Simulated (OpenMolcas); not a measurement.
# Nd⁴⁺: from CASSCF to CASPT2

```json
{
  "Program": "OpenMolcas 26.06",
  "Basis": "ANO-RCC-VQZP [9s8p6d4f3g2h]",
  "Scalar Hamiltonian": "DKH2, point nucleus",
  "Active space": "2 electrons in 14 orbitals (4f 5f)",
  "State averaging": "2S+1 = 3 even, 18 roots; 2S+1 = 1 even, 27 roots",
  "Spin-orbit coupling": "RASSI with atomic mean-field integrals over the reference wave functions, term energies averaged over their components"
}
```

Methods on the same reference wave functions:
A. CASSCF
B. SS-CASPT2, IPEA 0.25 Eh, imaginary shift 0.1 Eh (closed shells correlated: 5s 5p)

Energies in cm-1 above 4f2 3H4, the measured ground level; measured values from the list in Carvajal Gallego et al., Mon. Not. R. Astron. Soc. 518, 332 (2023).

```
  Level     A     B  Measured
4f2 3H4   0.0   0.0       0.0
4f2 3H5  2996  3010      2834
4f2 3H6  6114  6120      5743
4f2 3F2  7703  6350      5894
4f2 3F3  9629  8320      7785
```

Deviations, from unrounded energies. A percentage is the sum of absolute deviations over the sum of measured energies, with the sign that they share, or ± where signs differ.

| Against measurement | Levels | A | B |
| --- | --- | --- | --- |
| mean absolute deviation (cm-1) | 4 | 1000 | 390 |
| fine structure of the ground term (%) | 2 | +6.2 | +6.4 |
| other terms of the ground configuration (%) | 2 | +26.7 | +7.2 |

B lies closest to measurement on these levels. The largest miss of B in the table is 4f2 3F3, by +530 cm-1. The ranking rests on the paired levels alone, and a cruder setting can come out closer through cancelling errors.

The lowest spin-free term lies below A's lowest term by 0.254 hartree in B.

CASPT2 does not keep the components of a term degenerate, so their means are used; among the terms shown or strongly mixed into the levels shown the widest spread is 27 cm-1 (4f2 3H, B). Active for correlation alone: 5f; no level in the range computed is led by a configuration that fills it, so any true level of that kind is missing. Without dynamic correlation excited terms often stand tens of per cent too high (terms of higher spin than the ground term too low), and those without a measured partner can miss by more than the paired ones (holds for A). Computed and measured levels are paired by configuration, term and J; levels that our copy of the source lacks, or whose pairing is in doubt (as where it misses far off the trend of its configuration), stay unpaired and out of the deviations. Only configurations of the active space appear. The table leaves out levels that lie high or whose names do not pair safely across all columns.
